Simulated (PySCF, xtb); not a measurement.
5-(furan-2-yl)pyrimidine (C8H6N2O), SMILES c1coc(-c2cncnc2)c1. The values are those of a single conformer.

Harmonic wavenumbers (cm⁻¹) from xtb 6.7.1 with GFN2-xTB at its own minimum, in rising order: 44, 97, 139, 221, 353, 356, 415, 453, 585, 609, 652, 703, 710, 771, 818, 825, 848, 858, 908, 913, 917, 1018, 1045, 1073, 1118, 1139, 1152, 1181, 1223, 1235, 1253, 1287, 1368, 1380, 1409, 1473, 1543, 1553, 1569, 3058, 3063, 3066, 3170, 3186, 3195.

Question: What does B3LYP-D3(BJ)/def2-SVP run with PySCF give at its own minimum? (The exact figures need the calculation; the answer reports its results.)

Answer: 45, 111, 151, 250, 363, 415, 442, 489, 611, 643, 708, 744, 757, 758, 838, 906, 908, 931, 937, 983, 1004, 1026, 1046, 1079, 1126, 1167, 1195, 1219, 1253, 1274, 1332, 1368, 1418, 1451, 1481, 1537, 1599, 1630, 1655, 3149, 3165, 3176, 3252, 3263, 3284. Paired by order, the mean absolute difference is 49 cm⁻¹ and the zero-point energies are 77.1 and 80.3 kcal/mol.
